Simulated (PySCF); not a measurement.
Cd²⁺: excitation energy

Cd²⁺ [Kr] 4d10 (1S) → Cd²⁺ [Kr] 4d9 5p1 (high-spin determinant), as a difference of total energies. Calculation: PySCF 2.14, in x2c-TZVPPall (8s6p6d2f1g, 79 functions); the spin-free X2C one-electron Hamiltonian (Gaussian nucleus). Correlated levels: valence: [Kr] frozen; valence and next inner shell: [Ar] 3d10 frozen. The calculations carry no spin-orbit coupling.

| method | excitation energy (eV) |
| --- | --- |
| UHF | 16.286 |
| LDA | 16.841 |
| PBE | 16.611 |
| PBE0 | 16.775 |
| r2SCAN | 16.714 |
| B2PLYP | 16.915 |
| BP86 | 16.613 |
| TPSSh | 16.721 |
| HSE06 | 16.723 |
| MP2 (valence) | 17.496 |
| SCS-MP2 (valence) | 17.456 |
| MP2 (valence and next inner shell) | 17.335 |
| SCS-MP2 (valence and next inner shell) | 17.251 |

Question: How much does correlation contribute at MP2 (valence and next inner shell)?

Answer: 17.335 − (16.286) = 1.049 eV, measured against UHF.

A first-order spin-orbit estimate (lowest level to lowest level, LS coupling) adds -0.139 eV.

The basis was made for the ground configuration and has no added diffuse functions, so the excitation energy can come out too high.

The determinant of the upper state mixes LS terms, which raises its energy above the lowest term, most at the Hartree-Fock and MP2 levels.
